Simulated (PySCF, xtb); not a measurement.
BClFHO, SMILES B(F)(Cl)O.

The structure is a stationary point at B3LYP-D3(BJ)/def2-SVP. The values are those of a single conformer.

Calculation: IEF-PCM-B3LYP/def2-SVP in PySCF 2.14.0.

The values are the electrostatic part of the solvation free energy, E(continuum) − E(gas) at the gas-phase geometry, in a cavity of scaled van der Waals radii (PySCF's table); cavitation and dispersion terms are not included. In vacuum the orbital gap is 9.37 eV. The dipole moment in vacuum is 2.03 D.

Computed values in water (ε = 78.36), ethylethanoate (ε = 5.99), 2-propanol (ε = 19.26):
| solvent | ε | ΔG(elec) (kcal/mol) | dipole (D) | gap (eV) |
|---|---|---|---|---|
| water | 78.36 | -4.7 | 2.46 | 9.63 |
| ethylethanoate | 5.99 | -3.6 | 2.36 | 9.56 |
| 2-propanol | 19.26 | -4.4 | 2.43 | 9.61 |

For comparison, GFN2-xTB/ALPB(water) (xtb, at the GFN2-xTB geometry, all terms of that model) gives -6.9 kcal/mol.
